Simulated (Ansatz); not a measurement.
Steps of a relaxation of AlH5O3Si, SMILES `O[SiH](O)[O][AlH2]` with RKS PBE-D4/def2-SVP.

```sh
$ ansatz run in.yaml --threads 4 --pin off --events-out ev --progress --plain --max-ram 10444MiB
```

```yaml
crystal:
  periodic: [false, false, false]
  atoms:
    - {symbol: O, position_ang: [-1.097800, -0.762600, 1.206300]}
    - {symbol: Si, position_ang: [0.126100, -0.825400, 0.047600]}
    - {symbol: O, position_ang: [0.340500, -2.467900, -0.381200]}
    - {symbol: O, position_ang: [-0.213900, 0.065500, -1.375600]}
    - {symbol: Al, position_ang: [-0.137100, 1.830500, -0.962700]}
    - {symbol: H, position_ang: [-0.908600, 0.069600, 1.766600]}
    - {symbol: H, position_ang: [1.404300, -0.304200, 0.643800]}
    - {symbol: H, position_ang: [0.700400, -2.883000, 0.469700]}
    - {symbol: H, position_ang: [-1.388400, 2.634800, -0.294600]}
    - {symbol: H, position_ang: [1.257700, 2.591400, -1.117000]}
basis:
  gaussian: {orbitals: def2-SVP}
hamiltonian: {xc: pbe, dispersion: d4}
relax: {f_tol: 0.03, max_steps: 200}
```

Positions (Å) and forces (eV/Å) along the path, 13 of 20 steps:

```xyz
10
step=1 energy=-20677.2404 eV
O    -1.098   -0.763    1.206    0.696    1.803    0.827
Si    0.126   -0.825    0.048   -0.138   -1.162   -1.622
O     0.341   -2.468   -0.381    0.408    0.663    1.638
O    -0.214    0.066   -1.376    0.215    0.726    1.826
Al   -0.137    1.831   -0.963   -0.188   -0.570   -0.281
H    -0.909    0.070    1.767   -0.611   -1.541   -0.771
H     1.404   -0.304    0.644    0.017    0.191    0.149
H     0.700   -2.883    0.470   -0.575    0.327   -1.385
H    -1.388    2.635   -0.295    0.187   -0.360   -0.237
H     1.258    2.591   -1.117   -0.011   -0.077   -0.145
10
step=2 energy=-20677.5079 eV
O    -1.085   -0.801    1.252    0.460    0.773    0.338
Si    0.145   -0.823    0.098   -0.266   -0.531   -1.192
O     0.342   -2.425   -0.424    0.236    0.562    1.090
O    -0.209    0.123   -1.263    0.344    0.490    1.262
Al   -0.100    1.887   -0.981   -0.171   -0.738   -0.318
H    -0.934   -0.028    1.857   -0.318   -0.685   -0.342
H     1.399   -0.273    0.738   -0.011   -0.008    0.057
H     0.646   -2.929    0.378   -0.299    0.150   -0.777
H    -1.414    2.598   -0.395    0.119    0.003   -0.073
H     1.293    2.619   -1.259   -0.094   -0.016   -0.045
10
step=5 energy=-20677.8891 eV
O    -1.001   -1.028    1.392   -0.051   -0.092    0.072
Si    0.274   -0.842    0.325   -0.147    0.196   -0.005
O     0.421   -2.275   -0.504    0.035   -0.107    0.118
O    -0.016    0.351   -0.784    0.071    0.269    0.029
Al   -0.102    2.043   -1.138    0.031   -0.250    0.029
H    -1.109   -0.348    2.080    0.052   -0.045   -0.080
H     1.503   -0.441    1.085    0.088   -0.085    0.027
H     0.374   -3.064    0.068   -0.026    0.124   -0.119
H    -1.438    2.812   -0.735   -0.015    0.005   -0.029
H     1.176    2.741   -1.787   -0.036   -0.016   -0.042
10
step=6 energy=-20677.9397 eV
O    -0.998   -1.108    1.424    0.022    0.000   -0.023
Si    0.296   -0.826    0.398   -0.018   -0.101    0.015
O     0.444   -2.198   -0.531    0.021   -0.028    0.040
O     0.048    0.448   -0.621    0.040   -0.011    0.104
Al   -0.094    2.067   -1.163   -0.017    0.090   -0.100
H    -1.145   -0.442    2.116   -0.003    0.004    0.016
H     1.533   -0.521    1.193   -0.006   -0.016    0.018
H     0.311   -3.025   -0.033   -0.018    0.086   -0.061
H    -1.441    2.849   -0.818    0.002   -0.004    0.000
H     1.130    2.705   -1.961   -0.023   -0.021   -0.009
10
step=9 energy=-20677.9859 eV
O    -1.008   -1.201    1.388    0.184    0.076   -0.002
Si    0.385   -0.761    0.558   -0.104   -0.478   -0.113
O     0.546   -1.979   -0.580    0.162    0.314    0.020
O     0.229    0.684   -0.216    0.052    0.010    0.004
Al   -0.097    2.039   -1.213   -0.010    0.052   -0.006
H    -1.209   -0.655    2.165   -0.078    0.047    0.112
H     1.583   -0.663    1.465   -0.142    0.027   -0.053
H     0.110   -2.810   -0.329   -0.066   -0.030    0.059
H    -1.434    2.857   -0.920    0.002   -0.005   -0.006
H     0.978    2.439   -2.317   -0.001   -0.012   -0.016
10
step=10 energy=-20677.9880 eV
O    -1.008   -1.213    1.404    0.092    0.110    0.039
Si    0.380   -0.763    0.570    0.011   -0.118    0.036
O     0.575   -1.940   -0.600   -0.129   -0.094    0.146
O     0.238    0.703   -0.173    0.002    0.116   -0.032
Al   -0.074    2.054   -1.191   -0.068   -0.206   -0.124
H    -1.217   -0.680    2.193    0.027   -0.073   -0.111
H     1.562   -0.667    1.493   -0.089   -0.014   -0.052
H     0.102   -2.769   -0.385    0.109    0.204   -0.055
H    -1.430    2.854   -0.934    0.059    0.051    0.042
H     0.955    2.371   -2.374   -0.013    0.023    0.110
10
step=11 energy=-20677.9988 eV
O    -0.943   -1.258    1.429    0.020    0.004   -0.016
Si    0.432   -0.783    0.599    0.035    0.069   -0.118
O     0.696   -2.020   -0.492   -0.041    0.054    0.118
O     0.212    0.660   -0.190   -0.035   -0.063    0.077
Al   -0.106    2.012   -1.198    0.028   -0.020    0.005
H    -1.302   -0.625    2.073   -0.015    0.025    0.000
H     1.614   -0.602    1.498   -0.020   -0.035   -0.046
H    -0.038   -2.661   -0.477    0.039   -0.017   -0.036
H    -1.402    2.880   -0.867    0.004   -0.005    0.004
H     0.920    2.345   -2.372   -0.015   -0.012    0.013
10
step=13 energy=-20678.0104 eV
O    -0.899   -1.282    1.487   -0.006   -0.021    0.012
Si    0.445   -0.784    0.620   -0.050    0.012   -0.003
O     0.739   -2.020   -0.458    0.022    0.005    0.025
O     0.137    0.656   -0.139   -0.026   -0.013    0.018
Al   -0.117    2.000   -1.175   -0.005    0.017   -0.011
H    -1.393   -0.591    1.960    0.032    0.018   -0.030
H     1.657   -0.586    1.465    0.035   -0.007    0.010
H    -0.016   -2.629   -0.541   -0.009   -0.006   -0.023
H    -1.349    2.948   -0.821    0.010    0.002   -0.003
H     0.879    2.236   -2.396   -0.003   -0.007    0.005
10
step=14 energy=-20677.9116 eV rejected
O    -0.839   -1.309    1.576   -1.760    1.913    0.640
Si    0.458   -0.795    0.648   -0.050    0.116    0.000
O     0.798   -2.038   -0.405   -0.487   -0.393   -0.235
O     0.037    0.636   -0.093    0.008   -0.137    0.039
Al   -0.131    1.983   -1.141   -0.069    0.159   -0.097
H    -1.504   -0.542    1.808    1.749   -1.925   -0.602
H     1.708   -0.564    1.421    0.028    0.028    0.046
H     0.010   -2.594   -0.620    0.511    0.381    0.137
H    -1.276    3.045   -0.771    0.101   -0.105   -0.005
H     0.821    2.127   -2.419   -0.030   -0.036    0.078
10
step=16 energy=-20678.0179 eV
O    -0.855   -1.318    1.573   -0.099    0.162    0.058
Si    0.435   -0.785    0.648    0.009    0.001    0.015
O     0.783   -2.011   -0.423    0.100    0.059    0.017
O     0.002    0.637   -0.095   -0.039   -0.006   -0.005
Al   -0.144    1.971   -1.168    0.076    0.063    0.054
H    -1.431   -0.600    1.901    0.110   -0.142   -0.062
H     1.682   -0.540    1.432   -0.027    0.001   -0.014
H     0.011   -2.552   -0.659   -0.089   -0.065   -0.035
H    -1.270    3.047   -0.814    0.005   -0.049   -0.027
H     0.871    2.098   -2.392   -0.046   -0.023   -0.002
10
step=17 energy=-20678.0163 eV rejected
O    -0.845   -1.325    1.597   -0.185    0.274    0.074
Si    0.435   -0.787    0.660   -0.004    0.026    0.016
O     0.797   -2.003   -0.419    0.021    0.036    0.004
O    -0.028    0.638   -0.064   -0.002    0.051   -0.007
Al   -0.126    1.981   -1.135   -0.066   -0.080   -0.100
H    -1.445   -0.600    1.872    0.194   -0.261   -0.079
H     1.685   -0.530    1.433   -0.021   -0.027   -0.018
H     0.024   -2.518   -0.711   -0.008    0.000    0.003
H    -1.255    3.072   -0.822    0.098   -0.051    0.021
H     0.841    2.020   -2.408   -0.027    0.033    0.085
10
step=19 energy=-20678.0217 eV
O    -0.838   -1.343    1.598   -0.014   -0.004    0.012
Si    0.425   -0.771    0.662   -0.028   -0.015   -0.014
O     0.797   -1.970   -0.432    0.020    0.008   -0.010
O    -0.062    0.650   -0.051    0.010   -0.012    0.016
Al   -0.132    1.965   -1.155   -0.005    0.005   -0.010
H    -1.449   -0.653    1.910    0.013    0.005   -0.004
H     1.675   -0.509    1.432    0.003   -0.002    0.000
H     0.031   -2.498   -0.720    0.002    0.009    0.010
H    -1.209    3.092   -0.828    0.002    0.008   -0.004
H     0.846    1.987   -2.413   -0.004   -0.003    0.004
10
step=20 energy=-20678.0221 eV
O    -0.833   -1.356    1.608   -0.013   -0.010    0.001
Si    0.419   -0.766    0.667   -0.014    0.001   -0.014
O     0.804   -1.952   -0.438   -0.011    0.001   -0.010
O    -0.088    0.656   -0.032    0.009   -0.010    0.014
Al   -0.133    1.960   -1.151   -0.006    0.000   -0.025
H    -1.455   -0.675    1.915    0.016    0.006   -0.006
H     1.671   -0.499    1.430    0.004    0.003    0.009
H     0.043   -2.479   -0.741    0.014    0.015    0.013
H    -1.181    3.119   -0.835    0.010   -0.005    0.002
H     0.835    1.940   -2.419   -0.009   -0.001    0.016
```

It took 22 s on 4 threads of an Arm Neoverse V1 on a shared host, with 0.14 GiB of host memory at the peak.
